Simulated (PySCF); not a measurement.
# NMR data sheet: Chloromethylfluorosilane

| Quantity | Value |
| --- | --- |
| Formula | CH4ClFSi |
| SMILES | F[SiH2]CCl |
| InChI | InChI=1S/CH4ClFSi/c2-1-4-3/h1,4H2 |
| Point group of the computed structure | Cs |
| Degrees of unsaturation | 0 |
| Carbon signals | 1 |
| Proton signals | 2 |

Atom-mapped SMILES (the numbers label the heavy atoms): `[F:1][SiH2:2][CH2:3][Cl:4]`. Each H is labelled by its parent atom.

[PySCF 2.14.0 with density-fitted response routines: NMR shieldings at B97-2/pcSseg-2/GIAO; PBE0-D3(BJ)/def2-TZVP geometry; one conformer; no relativistic terms; in vacuum; averaged over atoms made equivalent by symmetry, fast rotation or ring inversion]

Referencing at the same level of theory: 1H (31.64 ppm), 13C (185.38 ppm), 29Si (348.46 ppm) vs TMS; 19F (175.98 ppm) against CFCl3.

| carbon | δC, type | δH (multiplicity) | HMBC from (2–3 bonds) | span of the C tensor (ppm) |
| --- | --- | --- | --- | --- |
| C3 | 28.5, CH2 | 3.10 (m) | H(Si2) | 59 |

Other nuclei:
```csv
atoms,nucleus,environment,δ (ppm),σ (ppm)
H(Si2),1H,"hydrogen on a silicon bonded to C, F",4.92,26.71
F1,19F,fluorine bonded to Si,-195.2,371.2
Si2,29Si,"silicon bonded to C, F, 2 H",-17.9,366.4
```

δC 28.5: sp3 CH2 bonded to Cl and Si; the inductive effect lowers its shielding. δH 4.92: hydrogen on a silicon bonded to C, F. δH 3.10: hydrogen on an sp3 CH2 bonded to Cl and Si; its carbon carries Cl, which withdraws density.

Carbons that carry Cl, above all several Cl atoms, come out too deshielded, partly because spin–orbit coupling is missing. Splittings by 19F in the carbon and heteronuclear signals aren't shown, as no couplings were computed. Shifts are as computed. Against solution values, carbons near 30 ppm lie about +3 ppm off and those near 130 ppm about +7 ppm; carbons on Cl a further +5 ppm. Of 1211 compounds with measured shifts, 218 miss one by over three times the rms of a fit or turn the order of signals round; such compounds aren't used in these exercises. Unscaled 19F shifts against computed CFCl3 carry errors that often reach 10 to 50 ppm. No couplings were computed; multiplicities are counted from neighbouring protons, with m where these are inequivalent, close in shift, in a saturated or five-membered ring or joined by F or P, and br s for small geminal =CH2 splittings.
